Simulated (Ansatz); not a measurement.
`C#C[Si](Cl)(Cl)Cl` + `CC(C)N` → `CC(C)N[Si](Cl)(Cl)Cl` + `C#C` at 400 K and 1 bar (ligand exchange at the Si–C bond).

Calculated with Ansatz (gas phase, PBE0-D4/def2-TZVP geometries, no zero-point term in ΔE). CCSD(T)/CBS is the MP2 limit (def2-TZVPP, def2-QZVPP) plus CCSD(T) − MP2 in def2-TZVPP, frozen cores. This one scheme is used for every species. Each species was taken in one conformer, which may not be the lowest.

| species | CCSD(T)/CBS energy (Eh) | H − E (kJ/mol) | S (J/(mol·K)) |
| --- | --- | --- | --- |
| `C#C[Si](Cl)(Cl)Cl` | -1745.22500 | 100.0 | 396.6 |
| `CC(C)N` | -174.28253 | 345.1 | 329.2 |
| `CC(C)N[Si](Cl)(Cl)Cl` | -1842.29631 | 357.0 | 513.1 |
| `C#C` | -77.22717 | 85.5 | 213.8 |

H − E and S are ideal-gas, rigid-rotor, harmonic terms from PBE0-D4/def2-TZVP, for one conformer and one mirror image of each species. 1 Eh = 2625.50 kJ/mol, R = 8.31446 J/(mol·K).

**Question.** By hand: ΔE, ΔH, ΔS and ΔG.

**Answer.** ΔE = (-1842.29631) + (-77.22717) − (-1745.22500) − (-174.28253) = -0.01595 Eh = -41.9 kJ/mol. Δ(H − E) = 357.0 + 85.5 − 100.0 − 345.1 = -2.6, so ΔH = -44.5 kJ/mol. ΔS = 513.1 + 213.8 − 396.6 − 329.2 = 1.1 J/(mol·K). ΔG = -44.5 − 400 × (1.1)/1000 = -44.9 kJ/mol.

**Question.** By hand: the equilibrium constant, and the temperature at which ΔG would vanish if ΔH and ΔS stayed fixed.

**Answer.** log₁₀ K = −ΔG/(RT ln 10) = 5.9. ΔH and −TΔS have one sign here, so there is no such temperature. One of them is within its doubt of zero, so this could turn.

The number of gas molecules stays the same, so ΔS is small and ΔH decides. A doubt of 5 kJ/mol in ΔE shifts log₁₀ K by 0.7 here. Other conformers and mirror images would add mixing entropy, several J/(mol·K) or more a flexible species. Modes under 60 cm⁻¹, often nearly free rotors, make the harmonic entropy too high. These are equilibria of isolated gas molecules and say nothing of rates. Largest T1 diagnostic: 0.013 (customary marks: 0.02 for closed shells, 0.045 for open ones).
